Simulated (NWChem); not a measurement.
C3H3 cation

```xyz
6

C      0.0000     0.0000    -1.3386
C      0.0000     0.0000    -0.1033
C      0.0000     0.0000     1.2447
H      0.0000     0.0000    -2.4259
H      0.0000     0.9468     1.8079
H      0.0000    -0.9468     1.8079
```
Atoms are numbered in this order, from 1.

Program: NWChem. Coordinates come from a PBE0/def2-SVP optimisation. Level: PBE0/def2-SVP with COSMO at NWChem's default radii, gas-phase geometry; rows give the dielectric constant. Reactions with the solvent are ignored.

| dielectric constant | electrostatic solvation energy (kcal/mol) |
|---|---|
| 7.6 | -56.6 |
| 11.7 | -59.6 |
| 20.7 | -62.0 |
| 25.0 | -62.5 |
| 78.4 | -64.3 |
